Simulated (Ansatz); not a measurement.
The first iterations of a band of CH₆AlBS (10 atoms, charge 0, multiplicity 1).

The calculation used RHF/cc-pVDZ in Ansatz.

* movable images: 5
* climbing image: yes
* spring: 50.0 eV/Å²
* optimiser: quadratic models (default)
* start path: through a guess of the saddle point
* force threshold: 0.03 eV/Å
* iteration limit: 60
* end points: relaxed

Image 0:

```xyz
10
Properties=species:S:1:pos:R:3
B -1.231 1.134 -1.170
Al 0.881 1.091 -0.749
S 1.744 -0.392 0.646
C 0.319 -1.404 1.215
H -1.721 0.510 -2.075
H -2.004 1.786 -0.517
H 1.952 2.080 -1.376
H -0.448 -0.785 1.678
H 0.701 -2.100 1.959
H -0.110 -1.973 0.392
```

Image 6:

```xyz
10
Properties=species:S:1:pos:R:3
B -1.222 1.093 -1.238
Al 0.873 1.099 -0.738
S 1.732 -0.356 0.687
C 0.317 -1.380 1.259
H -1.674 0.404 -2.116
H -2.025 1.781 -0.662
H 1.941 2.107 -1.340
H -0.234 -0.865 2.044
H 0.731 -2.301 1.665
H -0.356 -1.634 0.442
```

| iteration | highest image above the first end (eV) | largest band force component (eV/Å) |
| --- | --- | --- |
| 1 | 79.587 | 224.016 |
| 2 | 36.744 | 86.488 |
| 3 | 18.160 | 36.880 |
| 4 | 9.219 | 17.862 |
| 5 | 3.927 | 7.328 |
| 6 | 1.757 | 3.659 |
| 7 | 0.953 | 4.067 |
| 8 | 0.542 | 2.986 |

Task: Does the band converge within its limit, and where does its top end?

Result: The forces met the threshold. It ended after 26 iterations with the highest image 0.306 eV above the first end. The profile has 2 maxima (images 2, 4) with wells between them (image 3): this band takes more than one step, which may be the mechanism or a detour left from its start path. Another band between the same ends (5 images) ends at a top of the same energy, where a vibrational analysis finds 1 clearly imaginary mode.

Run time: 4.4 min on 1 thread of Arm Neoverse V1, with other jobs on the host, peak memory 0.18 GiB.
